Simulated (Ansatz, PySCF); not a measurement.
Process, species as SMILES: CC#CC [but-2-yne] + 5 [H][H] (H2) → 4 C (CH4)
Geometries: B3LYP-D3(BJ)/def2-TZVP minima from Ansatz (a first-principles code).
Geometry of the first species:
```xyz
10

C     -0.0002     0.0011     2.0565
C     -0.0001     0.0003     0.6006
C      0.0001    -0.0003    -0.6006
C      0.0002    -0.0011    -2.0565
H     -0.0090     1.0202     2.4498
H     -0.8782    -0.5156     2.4506
H      0.8864    -0.5005     2.4508
H     -0.0085     1.0175    -2.4509
H      0.8870    -0.5032    -2.4500
H     -0.8777    -0.5183    -2.4502
```
Charge 0, spin multiplicity 1.

Property: energy of full hydrogenation (enthalpy at 298 K, with B3LYP-D3(BJ) rigid-rotor harmonic-oscillator terms from PySCF), in kcal/mol. Valence correlation only, unless marked. Spin-orbit coupling is left out. No relativistic terms. CBS(X,Y): correlation extrapolated as X^-3; Hartree-Fock from the larger set. [CCSD(T)-MP2]/basis is that difference in the basis named.

From measured enthalpies of formation at 298 K: -106.1 kcal/mol (CC#CC 34.8, ATcT 1.112; [H][H] (H2) 0.0, ATcT 1.112; C (CH4) -17.8, ATcT 1.112). It holds spin-orbit effects, which the calculations lack, and core correlation, which the frozen-core levels lack.

```csv
level,program,energy of full hydrogenation (kcal/mol),error against measurement
HF/STO-3G,Ansatz,-157.6,-51.5
HF/6-31G,Ansatz,-125.4,-19.3
revPBE-D3(BJ)/def2-TZVPD,Ansatz + dftd3,-101.2,4.9
PBE0/def2-SVP,Ansatz,-120.5,-14.4
PBE0/def2-TZVP,Ansatz,-115.2,-9.1
CAM-B3LYP-D3(BJ)/def2-TZVPD,Ansatz + dftd3,-112.0,-5.9
LC-wPBE/def2-TZVPD,Ansatz,-117.4,-11.3
"RI-MP2/CBS(aug-cc-pVTZ,aug-cc-pVQZ)",Ansatz,-103.6,2.5
"RI-MP2/CBS(cc-pVTZ,cc-pVQZ)",Ansatz,-104.1,2.0
"RI-MP2/CBS(cc-pVTZ,cc-pVQZ)+[CCSD(T)-MP2]/cc-pVTZ",Ansatz,-107.3,-1.2
```
